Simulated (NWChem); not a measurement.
**MoO₃**

SMILES: [O]=[Mo](=[O])=[O]
```xyz
4

Mo     0.1438     0.1374     0.0000
O      0.3055    -0.8237     1.3971
O      0.3055    -0.8237    -1.3971
O     -1.3661     0.9260     0.0000
```
Charge 0, spin multiplicity 1.

Everything below was run with NWChem. Structure: optimised with B3LYP/def2-SVP with def2 effective core potentials on Mo, a minimum by its harmonic frequencies.

Symmetry labels belong to the abelian group Cs used in the runs, with the axes of the coordinates shown; states degenerate in a higher group split over its labels.

Effective core potentials replace the inner electrons of Mo; spin-orbit coupling is left out. B3LYP has NWChem's definition, with VWN1-RPA local correlation. The structure started from a generated list of species.

Problem. List the lowest 6 singlet excitations that TD-B3LYP/def2-SVP with def2 effective core potentials on Mo, VWN1-RPA local correlation gives, with oscillator strengths.

Solution. 
```tsv
state	symmetry	energy (eV)	wavelength (nm)	f
1	a"	2.28	545	0.000
2	a'	2.62	473	0.007
3	a"	2.62	473	0.007
4	a'	2.98	416	0.001
5	a"	4.36	284	0.000
6	a'	4.36	284	0.000
```
